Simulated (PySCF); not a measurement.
## Sn: interval between two levels

Sn [Kr] 4d10 5s2 5p2 [3P2, M_J = 2] → Sn [Kr] 4d10 5s1 5p2 5d1 [5F5, M_J = 5], as a difference of total energies. All numbers are calculated (PySCF 2.14, the two-component X2C-1e Hamiltonian, in x2c-TZVPall-2c with one added diffuse shell each of s, p, d, f type (9s10p6d3f, 90 functions)). Correlated levels: [Ar] 3d10 frozen; the 6 highest virtual spinors dropped. "Screened" scales the spin-orbit matrix elements by Boettger's factors to mimic the two-electron term; Breit and QED terms are absent.

| method | interval between two levels (cm⁻¹) |
| --- | --- |
| GHF (spin-free) | 74595 |
| GMP2 (spin-free) | 89288 |
| GHF (screened spin-orbit) | 75249 |
| GMP2 (screened spin-orbit) | 89857 |

The labels give the starting determinants; with spin-orbit coupling the two ends relaxed to ⟨J²⟩ = 6.01, ⟨L²⟩ = 2.33, ⟨S²⟩ = 1.88 and ⟨J²⟩ = 30.02, ⟨L²⟩ = 12.08, ⟨S²⟩ = 6.00.

The promoted electron is Rydberg-like, and one or two diffuse shells describe it only roughly, which tends to raise the upper state.
